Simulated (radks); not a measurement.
Results of a calculation; reference values are marked as such.
Problem. Excited configurations of neutral iron: one electron is placed in a higher orbital outside [Ar] 3d6 4s1. The ground configuration is [Ar] 3d6 4s2. Level of theory: non-relativistic Kohn-Sham, r2SCAN, spin-polarised, spherical densities, point nucleus; open shells are filled with parallel spins first; meta-GGA in the generalised Kohn-Sham scheme (a radial shooting solver on a logarithmic mesh with Libxc functionals). Excitation = E - E(ground); binding = E(ion) - E, where the ion is the core of charge +1; n* = 1/sqrt(2 binding) in atomic units, and the quantum defect is n - n*.

| outer orbital | excitation (eV) | binding (eV) | n* | quantum defect | eigenvalue (eV) | <r> (bohr) |
|---|---|---|---|---|---|---|
| 4p | 2.448 | 5.105 | 1.633 | 2.367 | -2.607 | 3.842 |
| 4d | 5.987 | 1.565 | 2.948 | 1.052 | -0.691 | 9.895 |

Estimate the row for 6p.

Solution. excitation (eV) 6.515; binding (eV) 1.037; n* 3.621; quantum defect 2.379; eigenvalue (eV) -0.651; <r> (bohr) 19.99. The Delta-SCF ionisation energy is 7.553 eV (NIST Atomic Spectra Database: 7.902 eV, measured). Self-interaction in the functional shifts the binding energies and quantum defects, so they are the method's values and not measured ones. Open shells are spherical and high-spin; term and fine-structure splittings are not resolved.
